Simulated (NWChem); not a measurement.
System: C$_{2}$H$_{5}$NSi; SMILES N#CC[SiH3]

### Question
Give the equilibrium geometry at PBE-D3(BJ)/def2-SVP (NWChem) as an XYZ file, with the point group.

### Answer
point group Cs; any orientation.
```
9

N      0.5206    -2.3616     0.0000
C     -0.1251    -1.3829     0.0000
C     -0.8762    -0.1390     0.0000
Si     0.2653     1.4070     0.0000
H     -1.5353    -0.0952    -0.8931
H     -1.5353    -0.0952     0.8931
H      1.1224     1.3909     1.2306
H     -0.6143     2.6252     0.0000
H      1.1224     1.3909    -1.2306
```
